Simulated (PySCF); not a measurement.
C3H8GeSi, SMILES CC1=[CH][GeH2][SiH2]1.

Geometry: PBE0-D3(BJ)/def2-SVP. The structure was generated by enumeration, and PubChem lists no compound with its InChIKey, so it may never have been made.

Calculation: ωB97X/def2-TZVP in PySCF.

The molecule is in vacuum.

Computed frontier levels, gap, dipole moment and polarisability:
```json
{
 "highest_occupied_level": "-9.70 eV",
 "lowest_empty_level": "1.82 eV",
 "orbital_gap": "11.52 eV",
 "dipole_moment": "0.86 D",
 "quadrupole, principal values (traceless, Buckingham form, about the centre of nuclear charge)": "-3.00, -0.05, 3.05 D·Å",
 "mean_static_polarisability": "93.0 bohr³ (13.79 Å³)",
 "polarisability_principal_values": "72.9, 91.2, 115.0 bohr³"
}
```
